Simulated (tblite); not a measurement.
Species: C₇H₁₃FOSi.
Numbering: `[CH3:1][CH2:2][C@H:3]1[CH2:4][Si@:5]([F:6])([C:7]([CH3:8])=[O:9])[CH2:10]1` (hydrogens: H11, H12, H13 on C1; H14, H15 on C2; H16 on C3; H17, H18 on C4; H19, H20, H21 on C8; H22, H23 on C10)

Structure optimised with GFN2-xTB, isolated species.

(1) What internal coordinates does the optimisation give?

## Answers

(1) 
| bond | length (Å) |
| --- | --- |
| C1–C2 | 1.525 |
| C2–C3 | 1.522 |
| C3–C4, C3–C10 | 1.551 |
| C4–Si5, Si5–C10 | 1.902 |
| Si5–F6 | 1.635 |
| Si5–C7 | 1.920 |
| C7–C8 | 1.502 |
| C7=O9 | 1.209 |
| C1–H11, C1–H12, C1–H13 | 1.087 |
| C2–H14, C2–H15 | 1.093 |
| C3–H16 | 1.091 |
| C4–H17, C10–H23 | 1.086 |
| C4–H18, C10–H22 | 1.089 |
| C8–H19, C8–H20, C8–H21 | 1.088 |

Bonds in one row agree within 0.01 Å and their mean is given. A selection of angles:
| angle | degrees |
| --- | --- |
| C1–C2–C3 | 112.1 |
| C2–C3–C4 | 113.7 |
| C4–C3–C10 | 99.9 |
| C3–C4–Si5 | 90.9 |
| C4–Si5–F6 | 115.5 |
| C4–Si5–C7 | 121.6 |
| C4–Si5–C10 | 77.2 |
| F6–Si5–C7 | 104.5 |
| Si5–C7–C8 | 116.3 |
| Si5–C7–O9 | 121.1 |
| C8–C7–O9 | 122.5 |

Torsions: C1–C2–C3–C4 177° (antiperiplanar); C2–C3–C4–Si5 131° (anticlinal); C3–C4–Si5–F6 -119° (anticlinal); C4–Si5–C7–C8 132° (anticlinal); C4–Si5–C10–C3 7° (synperiplanar); C2–C3–C10–Si5 -130° (anticlinal).

Of the pairs four or more bonds apart, C10···H13 is among the closest relative to their van der Waals radii: 2.83 Å, 98 % of the sum of Bondi's values. The 5 C–C bonds span 1.502 Å (C7–C8, drawn single) to 1.551 Å (C3–C10, drawn single), a spread of 0.049 Å. Si5 (fluorine-bound silicon) has angles from 77.2° to 121.8°. The 4-membered ring C3–C4–Si5–C10 has internal angles of 77.2° to 99.9° (sum 359°, against 360° for a flat polygon); it is slightly puckered (a soft mode that the optimisation may not have finished), 0.06 Å rms from its mean plane, widest ring torsion 9°.

Point group: C1 (no symmetry element, even within 0.4 Å). Its GFN2-xTB frequencies are all real (lowest 21 cm⁻¹). One conformer, not necessarily the lowest.

The numbers are calculated, not measured.
